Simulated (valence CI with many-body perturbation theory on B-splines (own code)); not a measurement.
## Level structure of Ho46+

Method: configuration interaction combined with many-body perturbation theory (CI+MBPT): three valence electrons over a frozen Dirac-Fock core [Ar], radial functions for each j: 7 s, 7 p, 8 d, 6 f, 4 g, 1 h, with the one-electron correlation potential Σ1, the two-electron term Σ2, the three-electron term Σ3, Breit, model QED; selected CI, second order for the rest, scaled by the run's own slope (own B-spline code, finite nucleus).

The last digits are not significant, and no measured levels were compared; by estimate large intervals hold to a few tenths of a per cent, small ones and those within an open d or f shell to about a per cent. Only levels of the ground parity were solved; by the run's estimate the other parity begins above the list, which can be wrong where configurations are misplaced.

Levels 1 to 19 of 19, with energies above the lowest level, (3d3/2^3) J=3/2. "Leading %" is the weight of the configuration and term that name the level; weights of strongly mixed levels are sums over their largest components and can fall short. In the jj column 3d3/2^4 stands for four electrons in 3d with j = 3/2. Lifetimes count E1, E2, E3, M1 and M2 decay at the calculated energies, and are blank where another channel may lead or the interval is too uncertain; long ones can be off by a factor of two.

```
No.  Configuration  Term     J  E (cm⁻¹)  Leading %      g  Lifetime             Leading jj
  1            3d3    4F   3/2         0         48  0.693                   3d3/2^3 (98 %)
  2            3d3    4F   5/2    312180         84  1.049   1.31 μs   3d3/2^2 3d5/2 (98 %)
  3            3d3    4P   3/2    359550         39  1.188   1.58 μs   3d3/2^2 3d5/2 (98 %)
  4            3d3    2G   7/2    381900         47  1.048    204 μs   3d3/2^2 3d5/2 (95 %)
  5            3d3    2H   9/2    385900         43  1.045             3d3/2^2 3d5/2 (99 %)
  6            3d3    4P   1/2    396390         59  1.835   4.21 μs  3d3/2^2 3d5/2 (100 %)
  7            3d3    4P   5/2    551730         42  1.285   8.60 μs   3d3/2^2 3d5/2 (91 %)
  8            3d3    4F   7/2    689240         61  1.101    691 ns   3d3/2 3d5/2^2 (97 %)
  9            3d3    4F   9/2    719600         52  1.132   1.19 μs   3d3/2 3d5/2^2 (96 %)
 10            3d3    4P   3/2    756270         41  1.120    550 ns   3d3/2 3d5/2^2 (99 %)
 11            3d3    2P   1/2    776680         59  1.484    876 ns  3d3/2 3d5/2^2 (100 %)
 12            3d3    2H  11/2    789400        100  1.082   2.86 μs  3d3/2 3d5/2^2 (100 %)
 13            3d3    2D   5/2    795160         48  1.247   1.13 μs   3d3/2 3d5/2^2 (91 %)
 14            3d3    2F   5/2    846770         43  1.105   1.71 μs   3d3/2 3d5/2^2 (97 %)
 15            3d3    2F   7/2    857170         82  1.093   2.13 μs   3d3/2 3d5/2^2 (98 %)
 16            3d3    2D   3/2    987380         70  0.937    974 ns   3d3/2 3d5/2^2 (90 %)
 17            3d3    2G   9/2   1093800         52  1.149    566 ns         3d5/2^3 (98 %)
 18            3d3    2D   3/2   1198600         52  1.082    537 ns         3d5/2^3 (90 %)
 19            3d3    2D   5/2   1269300         61  1.156    410 ns         3d5/2^3 (95 %)
```

The ionisation energy to 3d2 3F_2 of the next ion comes out as 3880.5 eV (NIST: 3880 ± 4 eV (theoretical)). All 19 levels together are meant to be complete up to 1320100 cm⁻¹.
